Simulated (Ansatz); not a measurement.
The same path of AlClH6OSi2 (11 atoms, charge 0, multiplicity 1) was run 3 times with different band settings. The coordinate that changes most is the dihedral Al4–Si2–Si3–H8.

Theory: RKS PBE/def2-SVP (Ansatz 0.2.0).

Relaxed end points:

```xyz
11
Properties=species:S:1:pos:R:3
O -1.087 1.658 -0.475
Si -0.765 0.042 -0.060
Si 0.613 -0.948 -1.699
Al 0.277 0.098 2.167
Cl 0.300 2.134 2.843
H -0.931 2.272 0.269
H -2.042 -0.773 -0.023
H 0.006 -0.863 -3.074
H 1.967 -0.289 -1.730
H 0.805 -2.402 -1.343
H 0.923 -0.987 3.144
```

```xyz
11
Properties=species:S:1:pos:R:3
O -1.454 1.378 -0.436
Si -0.776 -0.108 0.028
Si 0.606 -0.960 -1.686
Al 0.455 0.321 2.114
Cl 0.237 2.399 2.600
H -1.265 2.092 0.203
H -1.863 -1.138 0.253
H 1.793 -0.060 -1.914
H 1.118 -2.313 -1.258
H -0.136 -1.114 -2.987
H 1.351 -0.555 3.103
```

Common settings: optimiser quadratic models (default); start path through a guess of the saddle point; force threshold 0.05 eV/Å; iteration limit 60; end points relaxed.

| run | movable images | climbing image | spring |
| --- | --- | --- | --- |
| 1 | 5 | yes | 5.0 eV/Å² |
| 2 | 6 | no | 5.0 eV/Å² |
| 3 | 5 | yes | 2.0 to 10.0 eV/Å², energy-weighted |

Question: What does each run give, and how far can it be trusted?

Answer: Run 1: converged after 31 iterations, highest image 0.060 eV above the first end. A vibrational analysis at the climbing image gives one clearly imaginary mode, 106i cm⁻¹, and a faint second one (30i cm⁻¹) that may be numerical noise or a soft torsion: probably a first-order saddle point.
Run 2: converged after 15 iterations, highest image 0.102 eV above the first end. No image climbed, so the highest image needn't sit at the top of the path.
Run 3: converged after 37 iterations, highest image 0.053 eV above the first end. The order of the stationary point at the top wasn't checked.
